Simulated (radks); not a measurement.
Species: Ni20+. Configuration: [He] 2s2 2p4 (the NIST ground configuration). All-electron calculation, non-relativistic Kohn-Sham, TPSS, spin-polarised, spherical densities, point nucleus; open shells are filled with parallel spins first; meta-GGA in the generalised Kohn-Sham scheme. Program: a radial shooting solver on a logarithmic mesh with Libxc functionals.

Unscreened Slater integrals over Kohn-Sham orbitals (cm^-1). They are taken over the spin-up orbitals. Empty in this configuration: 3s.

| integral | value |
|---|---|
| F0(2p,2p) | 977290 |
| F2(2p,2p) | 466620 |
| F0(2p,2s) | 890940 |
| G1(2p,2s) | 505740 |
| F0(2p,1s) | 1326300 |
| G1(2p,1s) | 240200 |
| F0(2p,3s) | 449260 |
| G1(2p,3s) | 46803 |
| F0(2s,2s) | 836390 |
| F0(2s,1s) | 1170800 |
| G0(2s,1s) | 112420 |
| F0(2s,3s) | 438820 |
| G0(2s,3s) | 36945 |
| F0(1s,1s) | 3768100 |
| F0(1s,3s) | 511660 |
| G0(1s,3s) | 25519 |
| F0(3s,3s) | 343530 |

Derived for the open shells (J is the average intra-shell exchange parameter used in DFT+U). 2p: J = F2/5 = 93320 cm^-1; in LS coupling 1D lies 6 F2/25 = 112000 cm^-1 above 3P.
